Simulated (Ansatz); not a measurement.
Start from `BB(C)OC` and change one atom or group to get `BB(C)CCl`.

Ansatz, PBE0-D4/def2-TZVP geometries, multiplicity 1. Each molecule was computed in one conformer, which needn't be the lowest.

| property | `BB(C)OC` |
| --- | --- |
| LUMO energy (PBE0/def2-TZVPP) / eV | -1.76 |
| HOMO energy (ωB97M-V/def2-TZVPP) / eV | -9.83 |
| HOMO energy (PBE/def2-TZVPP) / eV | -6.20 |
| HOMO energy (B3LYP/def2-TZVPP) / eV | -7.36 |
| LUMO energy (ωB97M-V/def2-TZVPP) / eV | 0.20 |
| HOMO–LUMO gap (PBE/def2-TZVPP) / eV | 3.41 |

(1) What does the change do to each property? (Best estimate.)

Answers

(1) Ansatz gave: 
```csv
property,`BB(C)CCl`,shift
LUMO energy (PBE0/def2-TZVPP) / eV,-1.40,0.36
HOMO energy (ωB97M-V/def2-TZVPP) / eV,-10.23,-0.40
HOMO energy (PBE/def2-TZVPP) / eV,-6.61,-0.41
HOMO energy (B3LYP/def2-TZVPP) / eV,-7.75,-0.39
LUMO energy (ωB97M-V/def2-TZVPP) / eV,0.52,0.32
HOMO–LUMO gap (PBE/def2-TZVPP) / eV,4.18,0.77
```

With PBE0 the HOMO falls by 0.40 eV and the LUMO rises by 0.36 eV, so the gap widens by about 0.76 eV. PBE moves the HOMO by -0.41 eV and ωB97M-V by -0.40 eV.

B3LYP here is the variant with VWN-RPA as its local correlation; programs differ in this.
